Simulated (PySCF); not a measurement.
**1,1,1-trichloro-2,2-difluoroethane (SMILES FC(F)C(Cl)(Cl)Cl)**

Geometry:
```
atom   x (Å)   y (Å)   z (Å)
  F1  -1.209  -0.103   1.310
  C2  -0.775   0.269   0.102
  F3  -0.785   1.604   0.037
  C4   0.663  -0.251  -0.115
 Cl5   1.732   0.416   1.117
 Cl6   1.184   0.252  -1.731
 Cl7   0.623  -2.018  -0.016
  H8  -1.431  -0.151  -0.680
```

Method: TDDFT CAM-B3LYP/def2-TZVPD excited states, vertical, gas phase (PySCF). Geometry: PBE0-D3(BJ)/def2-SVP.

Give the one- and two-photon strengths of the lowest singlets.

δ for parallel linear polarisation; σ at the peak of a Lorentzian of half width 0.1 eV, single beam; Ω is circular over linear.
| state | E (eV) | f | photon λ (nm) | δ (au) | σ (GM) | Ω | main |
| --- | --- | --- | --- | --- | --- | --- | --- |
| S1 | 6.47 | 0.000 | 383 | 0.1 | 0.00 | 1.50 | HOMO→LUMO 0.85 |
| S2 | 6.89 | 0.015 | 360 | 0.34 | 0.01 | 1.50 | HOMO−2→LUMO 0.70, HOMO−3→LUMO+2 0.09 |
| S3 | 6.91 | 0.013 | 359 | 0.36 | 0.01 | 1.19 | HOMO−1→LUMO 0.62 |
| S4 | 7.03 | 0.002 | 353 | 4.75 | 0.09 | 0.01 | HOMO−3→LUMO 0.63, HOMO−2→LUMO+2 0.08 |
| S5 | 7.25 | 0.006 | 342 | 5.35 | 0.10 | 1.49 | HOMO→LUMO+2 0.44, HOMO−4→LUMO 0.23 |
| S6 | 7.29 | 0.005 | 340 | 4.72 | 0.09 | 1.50 | HOMO→LUMO+1 0.34, HOMO−5→LUMO 0.24 |

Among these, the strongest one-photon state is S2, the strongest two-photon state S5, with a dipole change of 0.2 D (relaxed, norm of the difference vector).
